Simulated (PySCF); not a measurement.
C2H14N2O2Si3, SMILES N(C)([SiH2]O[SiH2]O[SiH2]N)C. Geometry optimised at PBE0-D3(BJ)/def2-SVP. The structure was generated by enumeration, and PubChem lists no compound with its InChIKey, so it may never have been made. Other conformers were not sampled.

Q: Give the equilibrium geometry at PBE0-D3(BJ)/def2-SVP (PySCF confirms it by a frequency run) as Cartesian coordinates in Å. (Estimate from the structure and the level; the computed values follow.)

A: One answer among several that fit: 
```xyz
23

Si    -1.4212    -0.5884     1.2201
N     -2.8464    -0.7629     2.1636
O     -1.6657     0.1884    -0.2395
Si    -1.1203     1.4472    -1.1529
O      0.5194     1.3630    -1.3627
Si     1.8744     0.8585    -0.5450
N      1.6836    -0.7952    -0.0660
C      1.4425    -1.8010    -1.0738
C      2.2040    -1.3086     1.1761
H     -0.9409    -1.9628     0.9219
H     -0.4629     0.2174     2.0296
H     -3.2605     0.0440     2.6168
H     -3.5628    -1.4220     1.8800
H     -1.4468     2.7369    -0.4768
H     -1.7599     1.3653    -2.4903
H      2.0898     1.6311     0.7135
H      2.9950     1.0933    -1.5036
H      2.3656    -2.3398    -1.3674
H      0.7169    -2.5525    -0.7140
H      1.0139    -1.3438    -1.9786
H      1.5063    -2.0428     1.6200
H      3.1818    -1.8162     1.0544
H      2.3357    -0.4955     1.9055
```
